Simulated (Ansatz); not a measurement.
Isolated molecules relaxed with PBE0-D4/def2-TZVP in Ansatz; ΔE leaves out vibrations. CBS: MP2 limit from def2 TZ/QZ plus the TZ coupled-cluster correction, frozen cores. This one scheme is used for every species. Functionals use def2-TZVPP. Each species was taken in one conformer, which may not be the lowest.

Consider the ligand exchange at the Si–O bond: `CN([SiH2]O)[SiH2]Cl` + H–F → `CN([SiH2]F)[SiH2]Cl` + H₂O.

Problem. Is it downhill or uphill in electronic energy at CCSD(T)/CBS, and by how much? (Best estimate.)

Solution. Ansatz gave: Downhill: ΔE = -50.3 kJ/mol.

Problem. What do these levels give: r2SCAN-D4, PBE0-D4, ωB97X-V, B2PLYP, PBE, HF/def2-TZVPP, CCSD/def2-TZVPP, CCSD(T)/def2-TZVPP, HF/def2-QZVPP, HF/CBS(def2), MP2/CBS(def2), CCSD/CBS(def2)? (Best estimate.)

Solution. Computed: r2SCAN-D4 -49.7, PBE0-D4 -46.5, ωB97X-V -50.4, B2PLYP -52.9, PBE -50.9, HF/def2-TZVPP -57.5, CCSD/def2-TZVPP -50.4, CCSD(T)/def2-TZVPP -48.9, HF/def2-QZVPP -59.1, HF/CBS(def2) -59.4, MP2/CBS(def2) -48.8, CCSD/CBS(def2) -51.8 kJ/mol.

Largest T1 diagnostic among the species: 0.011.

In def2-TZVPP, CCSD(T) changes the Hartree–Fock value by +8.6 kJ/mol (the triples alone add +1.5 kJ/mol) and MP2 by +10.1 kJ/mol. The D4 term adds +6.3 kJ/mol with B3LYP and +3.5 kJ/mol with PBE0; it sums over pairs of atoms, weighted by their polarisabilities, and B3LYP, whose exchange is more repulsive, gets the larger term.

B3LYP here is the variant with VWN-RPA as its local correlation; programs differ in this.
